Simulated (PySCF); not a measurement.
**Unknown compound**

An unknown has the formula C6H9NOSi. Its calculated NMR data are:

¹H NMR (400 MHz, computed): δ 4.79 (t, 1H), 4.47 (m, 2H), 4.45 (m, 2H), 2.88 (s, 2H), 0.94 (m, 2H).

¹³C{¹H} NMR (computed): δ 172.0 (C), 121.8 (C), 93.1 (CH), 69.6 (CH2), 28.1 (CH2), 7.5 (CH2).

- σ from GIAO-PBE0/pcSseg-1
- GFN2-xTB geometry
- program: PySCF
- non-relativistic Hamiltonian, equivalent nuclei averaged, no solvent model, one computed conformer

Chemical shifts δ = σref − σ; ¹H (σ = 31.72 ppm), ¹³C (σ = 186.93 ppm) vs TMS, all at this level.

Question: Deduce the structure.

Answer: 
- Rings plus π bonds: 4 (1 ring in the answer).
- 6 carbon signals for 6 carbons: no two carbons are equivalent.
- Carbon types of the structure: 2 × C, 1 × CH, 3 × CH2, leaving 2 H on heteroatoms.
- δC 172.0: alkene carbon bearing oxygen; an sp2 carbon further deshielded by the attached heteroatom.
- δC 121.8: nitrile carbon; C≡N carbons fall here, among the sp2 signals but without a proton.
- δC 93.1: β carbon of an enol-ether or enamine type C=C; the O or N lone pair pushes π density onto this β carbon and shields it.
- δC 69.6: sp3 CH2 bonded to O; deshielded by the electronegative neighbour.
- δC 7.5: sp3 CH2 bonded to Si; an electropositive neighbour leaves it electron-rich and shielded.
- δH 4.47: hydrogen on an sp3 CH2 bonded to O; its carbon carries O, an electronegative neighbour.
- δH 2.88: hydrogen on an allylic sp3 CH2; allylic position.

The compound is SMILES N#CCC1=C[SiH2]CCO1.

The data come from this structure; uniqueness wasn't tested.

Shifts are as computed. Against solution values, carbons near 30 ppm lie about +3 ppm off and those near 130 ppm about +5 ppm. Of 1309 compounds with measured shifts, 239 miss one by over three times the rms of a fit or turn the order of signals round; such compounds aren't used in these exercises. No couplings were computed; multiplicities are counted from neighbouring protons, with m where these are inequivalent, close in shift, in a saturated or five-membered ring or joined by F or P, and br s for small geminal =CH2 splittings.
